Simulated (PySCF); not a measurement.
SMILES CO[Si](O)(SC)SC, singlet, GFN2-xTB optimised geometry.

```
18

C     -0.82    -1.96     1.73
O     -0.89    -0.61     1.32
Si    -0.24     0.05     0.00
O     -0.74    -0.81    -1.29
S      1.90     0.05     0.00
C      2.24     1.36     1.22
S     -1.01     2.04     0.00
C     -2.79     1.65     0.04
H      0.22    -2.27     1.83
H     -1.32    -2.03     2.70
H     -1.32    -2.60     1.00
H     -0.34    -0.69    -2.15
H      1.87     1.05     2.19
H      3.31     1.49     1.25
H      1.75     2.27     0.90
H     -3.04     1.06    -0.84
H     -3.31     2.60     0.02
H     -3.01     1.11     0.95
```

Density from PBE0/def2-SVP (PySCF) at that geometry.

Minimum of the electron density along straight lines between bonded atoms, close to the bond critical point (lines longer than 1.1 times the sum of covalent radii, or with two minima, are not listed):

```csv
bond,length / Å,ρ at the minimum / e bohr⁻³,∇²ρ there / e bohr⁻⁵,position (fraction from the first atom)
C1–O2,1.408,0.249,-0.28,0.34
O2–Si3,1.614,0.134,1.14,0.59
Si3–O4,1.625,0.131,1.08,0.41
Si3–S5,2.146,0.096,0.15,0.35
S5–C6,1.821,0.175,-0.30,0.54
Si3–S7,2.138,0.098,0.15,0.35
S7–C8,1.817,0.176,-0.30,0.54
C1–H9,1.091,0.283,-1.08,0.64
C1–H10,1.089,0.284,-1.10,0.64
C1–H11,1.090,0.284,-1.09,0.64
O4–H12,0.955,0.354,-2.49,0.82
C6–H13,1.085,0.281,-1.07,0.64
C6–H14,1.085,0.280,-1.06,0.64
C6–H15,1.085,0.281,-1.08,0.64
C8–H16,1.085,0.281,-1.07,0.64
C8–H17,1.085,0.280,-1.06,0.64
C8–H18,1.084,0.282,-1.08,0.64
```
